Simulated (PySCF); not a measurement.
## Bonding in `Fc1cccc[o+]1`

C₅H₄FO (charge +1).
Atom-mapped SMILES: `[F:1][c:2]1[cH:3][cH:4][cH:5][cH:6][o+:7]1` (hydrogens: H8 on C3; H9 on C4; H10 on C5; H11 on C6)

Bond orders from the PBE0/pcSseg-1 density (PySCF). Isolated species at its GFN2-xTB geometry, gas phase.

(1) How far do the computed orders between heavy atoms stray from the drawn ones?

(2) Give the Mayer order of every bond, beside its length.

Answers

(1) The largest departure is 0.408, at C6–O7 (drawn aromatic, 1.092), counting aromatic bonds as 1.5. The bonds drawn aromatic range from 1.09 to 1.53.

(2) 
| bond | drawn as | length (Å) | Mayer order |
| --- | --- | --- | --- |
| F1–C2 | single | 1.297 | 1.096 |
| C2–C3 | aromatic | 1.384 | 1.437 |
| C3–C4 | aromatic | 1.389 | 1.398 |
| C4–C5 | aromatic | 1.401 | 1.333 |
| C5–C6 | aromatic | 1.374 | 1.533 |
| C6–O7 | aromatic | 1.318 | 1.092 |
| O7–C2 | aromatic | 1.306 | 1.147 |
| C3–H8 | single | 1.080 | 0.935 |
| C4–H9 | single | 1.081 | 0.954 |
| C5–H10 | single | 1.079 | 0.948 |
| C6–H11 | single | 1.084 | 0.946 |

By pair of heavy elements: C–C: lowest C4–C5 (1.333, 1.401 Å), highest C5–C6 (1.533, 1.374 Å). C–O: lowest C6–O7 (1.092, 1.318 Å), highest O7–C2 (1.147, 1.306 Å).

Problem. Sum the orders of all bonds at each heavy atom with more than one neighbour and set the sums beside the valence in the SMILES.

Solution. C2 3.680 (drawn 4), C3 3.770 (drawn 4), C4 3.685 (drawn 4), C5 3.814 (drawn 4), C6 3.571 (drawn 4), O7 2.239 (drawn 3). Orders between atoms that aren't bonded are not in these sums.

The Mayer order sums products of elements of PS (density times overlap matrix) between the two atoms' basis functions, so it depends on the basis set.

The run behind these numbers computed NMR shieldings as well. On an Arm Neoverse V1 with one thread, on a shared host, this took 13 s of wall time.
